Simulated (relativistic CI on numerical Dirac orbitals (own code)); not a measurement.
## Level scheme of W³³⁺

Computed by Dirac-Coulomb-Breit CI, KLI orbitals optimised for each configuration, QED by a radiative potential, unscaled Slater integrals (own radial code, finite nucleus).

CI space (outside the closed core [Ar] 3d10): 4s2 4p6 4d5, 4s2 4p5 4d6, 4s2 4p6 4d4 4f, 4s 4p6 4d6, 4s2 4p5 4d5 4f, 4s 4p6 4d5 4f, 4s2 4p6 4d4 5s, 4s2 4p6 4d3 4f 5s, 4s2 4p6 4d4 5p, 4s2 4p6 4d4 5d, 4s2 4p5 4d5 5s, 4s2 4p6 4d4 5f, 4p6 4d6 4f, 4s2 4p6 4d3 5s 5p, 4s2 4p6 4d4 5g, 4s2 4p6 4d4 6s, 4s2 4p6 4d4 6p, 4s 4p6 4d5 5p, 4p6 4d7, 4p5 4d8, 4p5 4d7 4f, 4s2 4p6 4d3 5s2, 4s2 4p6 4d2 4f 5s2, 4s2 4p5 4d3 4f 5s2, 4s 4p6 4d3 4f 5s2. Double excitations out of closed p, d and f shells are left out; levels of such configurations are missing from the list, as are those of other unlisted configurations, and high levels can miss mixing partners. These lack a partner that the ground configuration has and come out too high: 4s2 4p5 4d5 5s.

The lowest level is 4s2 4p6 4d5 4P_5/2, with 29 % of that term; Hund's rules for 4s2 4p6 4d5 give 6S with J = 5/2, of which the calculation keeps J, while another term leads.

```
No.   Configuration  Term     J   E (eV)   %   Next component (%)  Lifetime (s)
  1     4s2 4p6 4d5    4P   5/2    0.000  29                20 2D              
  2     4s2 4p6 4d5    6S   5/2   12.206  38                23 2F      2.74e-05
  3     4s2 4p6 4d5    4G   7/2   17.230  37                22 2F      4.86e-05
  4     4s2 4p6 4d5    2H  11/2   17.927  39                38 4G              
  5     4s2 4p6 4d5    4D   3/2   17.959  42                30 4P      1.81e-05
  6     4s2 4p6 4d5    4G   9/2   19.727  37                25 2G      7.27e-03
  7     4s2 4p6 4d5    4D   5/2   20.969  34                22 2D      1.82e-04
  8     4s2 4p6 4d5    4P   1/2   22.038  47                24 2S      9.58e-04
  9     4s2 4p6 4d5    2F   7/2   23.076  38                29 2G      4.88e-04
 10     4s2 4p6 4d5    2D   3/2   29.314  54                25 4F      8.61e-05
 11     4s2 4p6 4d5    2D   5/2   29.677  31                24 6S      1.01e-05
 12     4s2 4p6 4d5    4D   7/2   32.441  51                38 4G      2.01e-05
 13     4s2 4p6 4d5    2I  11/2   32.759  52                45 4G      2.93e-05
 14     4s2 4p6 4d5    4G   9/2   33.728  54                38 2G      2.97e-05
 15     4s2 4p6 4d5    2I  13/2   34.992  99  1 4s2 4p5 4d5 4f 2I      1.40e-04
 16     4s2 4p6 4d5    4D   1/2   35.076  74                15 2S      1.60e-05
 17     4s2 4p6 4d5    4P   3/2   36.364  53                32 4F      9.19e-06
 18     4s2 4p6 4d5    2F   5/2   36.519  42                28 4D      1.80e-05
 19     4s2 4p6 4d5    2H   9/2   39.155  52                47 4F      1.30e-05
 20     4s2 4p6 4d5    2G   7/2   39.659  61                34 2F      5.03e-05
 21     4s2 4p6 4d5    4F   5/2   40.728  62                24 2D      1.35e-05
 22     4s2 4p6 4d5    2D   3/2   41.185  87                 6 4D      3.33e-05
 23     4s2 4p6 4d5    4P   1/2   43.443  37                31 2P      1.55e-05
 24     4s2 4p6 4d5    2G   7/2   43.531  43                38 2F      2.22e-05
 25     4s2 4p6 4d5    2G   9/2   46.603  72                14 2H      3.85e-05
 26     4s2 4p6 4d5    4P   5/2   49.987  36                23 2F      5.65e-06
 27     4s2 4p6 4d5    2P   3/2   53.019  70                28 2D      3.42e-05
 28     4s2 4p6 4d5    4F   7/2   53.636  31                29 2F      8.18e-06
 29     4s2 4p6 4d5    2D   5/2   54.105  68                20 2F      1.44e-05
 30     4s2 4p6 4d5    2H  11/2   54.447  58                25 2I      9.68e-06
 31     4s2 4p6 4d5    2D   3/2   55.403  31                26 4D      6.43e-06
 32     4s2 4p6 4d5    2G   9/2   57.517  61                15 2H      1.19e-05
 33     4s2 4p6 4d5    2D   5/2   59.462  65                22 2F      1.03e-05
 34     4s2 4p6 4d5    2G   7/2   60.582  58                31 2F      1.15e-05
 35     4s2 4p6 4d5    2P   1/2   64.454  61                29 2S      1.08e-05
 36     4s2 4p6 4d5    2D   3/2   71.197  76                17 2P      7.11e-06
 37     4s2 4p6 4d5    2D   5/2   75.532  49                20 2F      4.22e-06
 38     4s2 4p5 4d6   6F°  11/2  175.070  50               35 4G°      3.23e-10
 39     4s2 4p5 4d6   4P°   5/2  178.812  32               27 2D°      2.37e-10
 40     4s2 4p5 4d6   4D°   7/2  178.817  38               16 2F°      3.96e-11
 41     4s2 4p5 4d6   4F°   9/2  180.177  41               29 6D°      3.24e-10
 42     4s2 4p5 4d6   2P°   1/2  184.247  35               23 2S°      3.27e-10
 43     4s2 4p5 4d6   6P°   5/2  186.112  13               11 4P°      1.16e-11
 44     4s2 4p5 4d6   4D°   7/2  188.378  33               18 2F°      2.69e-11
 45     4s2 4p5 4d6   6P°   3/2  188.618  22               17 4P°      1.10e-11
 46     4s2 4p5 4d6   6F°   9/2  189.998  56               16 4F°      1.48e-10
 47     4s2 4p5 4d6   2P°   3/2  190.805  32               22 4P°      4.94e-11
 48     4s2 4p5 4d6   6F°  11/2  191.538  34               21 4H°      1.82e-10
 49     4s2 4p5 4d6   6D°   7/2  192.678  23               21 4F°      3.47e-11
 50     4s2 4p5 4d6   4H°  13/2  193.289  70               19 4I°      1.14e-10
 51     4s2 4p5 4d6   4F°   5/2  193.509  13               11 6D°      7.09e-11
 52  4s2 4p6 4d4 4f   4G°   5/2  194.359  17   16 4s2 4p5 4d6 4P°      3.05e-11
 53     4s2 4p5 4d6   2D°   3/2  194.601  26               25 4F°      5.68e-11
 54     4s2 4p5 4d6   4H°   9/2  195.523  22               16 4G°      3.50e-11
 55     4s2 4p5 4d6   2F°   7/2  196.005  34               19 4G°      8.49e-11
 56     4s2 4p5 4d6   4P°   1/2  197.435  29               22 4D°      1.19e-10
 57     4s2 4p5 4d6   4I°  15/2  197.975  75               22 2K°      3.42e-10
 58     4s2 4p5 4d6   2F°   5/2  197.989  18               17 4G°      1.21e-11
 59     4s2 4p5 4d6   4D°   3/2  198.535  23               20 2D°      3.98e-11
 60     4s2 4p5 4d6   4H°  11/2  198.871  30               26 4G°      3.05e-11
 61     4s2 4p5 4d6   2G°   9/2  199.009  27               20 4G°      4.54e-11
 62     4s2 4p5 4d6   4H°  13/2  199.924  43               38 2I°      4.71e-11
 63  4s2 4p6 4d4 4f   4G°   7/2  200.414  20               13 6H°      3.17e-11
 64     4s2 4p5 4d6   4F°   5/2  200.514  27               12 4D°      1.79e-11
 65     4s2 4p5 4d6   4D°   7/2  201.357  22               14 2F°      7.49e-11
 66     4s2 4p5 4d6   4D°   3/2  201.521  22               17 4P°      2.09e-11
 67     4s2 4p5 4d6   4D°   7/2  202.373  13               13 4G°      1.76e-11
 68     4s2 4p5 4d6   2G°   9/2  202.489  29               23 4G°      2.33e-11
 69     4s2 4p5 4d6   4D°   5/2  202.624  34               12 4P°      2.71e-11
 70     4s2 4p5 4d6   6P°   3/2  203.086  23               11 4P°      1.00e-11
```

Energies count from the lowest computed level; ° marks odd parity; lifetimes are radiative, by E1, M1, E2, M2, E3 decay to levels of this space only; some are left blank where a channel outside the calculation adds to the decay or the decay crosses a small, uncertain gap.

The mean weight of the leading LS term, summed over parents, in these 70 levels is 42 %, and that of the leading jj configuration (from the same eigenvectors) 82 %, so jj coupling describes them better and the LS labels are nominal.

At this charge energies of transitions that change n are usually good to better than 1 %, and those within a shell (Δn = 0) to a few per cent. Terms inside the open d or f shell come out 10 to 20 % too wide with unscaled integrals.

LS names give the leading component of a level, which can be under half, so a name can repeat, a term be missing and a line seem to break the LS rules.
